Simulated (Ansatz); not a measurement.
Geometry optimisation, RKS PBE/def2-SVP in Ansatz 0.2.0.

Input file:

```yaml
crystal:
  periodic: [false, false, false]
  atoms:
    - { symbol: Ge, position_ang: [-0.23203, -0.197979, 0.241547] }
    - { symbol: Ge, position_ang: [-0.390229, -0.453373, 2.63526] }
    - { symbol: H, position_ang: [-1.417335, -1.568238, 2.991596] }
    - { symbol: H, position_ang: [0.996535, -0.893298, 3.185969] }
    - { symbol: H, position_ang: [-0.818438, 0.850145, 3.35745] }
    - { symbol: O, position_ang: [1.491545, 0.051702, -0.295928] }
    - { symbol: H, position_ang: [2.079023, -0.610194, 0.116268] }
    - { symbol: H, position_ang: [-0.95917, 1.054345, -0.304706] }
    - { symbol: H, position_ang: [-0.771751, -1.468625, -0.488354] }
    - { symbol: Si, position_ang: [1.857748, 2.55653, 0.907643] }
    - { symbol: H, position_ang: [3.221311, 1.930159, 0.903594] }
    - { symbol: H, position_ang: [1.306732, 2.76435, -0.469393] }
    - { symbol: H, position_ang: [1.998515, 3.921113, 1.54395] }
    - { symbol: H, position_ang: [0.925146, 1.807961, 1.774404] }
basis:
  gaussian: { orbitals: def2-SVP }
hamiltonian:
  xc: pbe
relax:
  f_tol: 0.03
  max_steps: 50
```

Run as:

```bash
$ ansatz run input.yaml --threads 4 --pin off --max-ram 5120MiB --backend cpu --events-out ev --progress --plain --runs-dir out
```

Q: Where does it end, and by what steps?

A: It converged. The force dipped under the threshold on the way, but the program's further checks kept it going. After 14 steps the energy has fallen by 0.148 eV; H8 moved furthest, 0.95 Å.

```json
{"step": "0", "energy less start (eV)": "0.0000", "largest force component (eV/Å)": "0.518", "accepted": "yes"}
{"step": "1", "energy less start (eV)": "-0.0875", "largest force component (eV/Å)": "0.166", "accepted": "yes"}
{"step": "2", "energy less start (eV)": "-0.1121", "largest force component (eV/Å)": "0.131", "accepted": "yes"}
{"step": "3", "energy less start (eV)": "-0.1167", "largest force component (eV/Å)": "0.089", "accepted": "yes"}
{"step": "4", "energy less start (eV)": "-0.1278", "largest force component (eV/Å)": "0.096", "accepted": "yes"}
{"step": "5", "energy less start (eV)": "-0.1326", "largest force component (eV/Å)": "0.216", "accepted": "yes"}
{"step": "6", "energy less start (eV)": "-0.1353", "largest force component (eV/Å)": "0.339", "accepted": "yes"}
{"step": "7", "energy less start (eV)": "-0.1394", "largest force component (eV/Å)": "0.177", "accepted": "yes"}
{"step": "8", "energy less start (eV)": "-0.1422", "largest force component (eV/Å)": "0.189", "accepted": "yes"}
{"step": "9", "energy less start (eV)": "-0.1427", "largest force component (eV/Å)": "0.159", "accepted": "yes"}
{"step": "10", "energy less start (eV)": "-0.1439", "largest force component (eV/Å)": "0.079", "accepted": "yes"}
{"step": "11", "energy less start (eV)": "-0.1469", "largest force component (eV/Å)": "0.062", "accepted": "yes"}
{"step": "12", "energy less start (eV)": "-0.1474", "largest force component (eV/Å)": "0.039", "accepted": "yes"}
{"step": "13", "energy less start (eV)": "-0.1478", "largest force component (eV/Å)": "0.018", "accepted": "yes"}
{"step": "14", "energy less start (eV)": "-0.1480", "largest force component (eV/Å)": "0.022", "accepted": "yes"}
```

```xyz
14
Properties=species:S:1:pos:R:3
Ge -0.422 -0.578 0.249
Ge -0.571 -0.794 2.683
H -1.791 -1.671 3.081
H 0.715 -1.473 3.231
H -0.713 0.598 3.351
O 1.088 0.323 -0.222
H 1.887 -0.159 0.060
H -1.548 0.305 -0.345
H -0.421 -1.976 -0.446
Si 2.200 3.020 0.880
H 3.257 1.948 0.912
H 1.719 3.255 -0.521
H 2.825 4.290 1.397
H 1.061 2.654 1.789
```

Whether the end is a true minimum wasn't checked by a vibrational analysis.

The run took 27 s on 4 threads of Arm Neoverse V2 (shared host), peak memory 0.23 GiB.
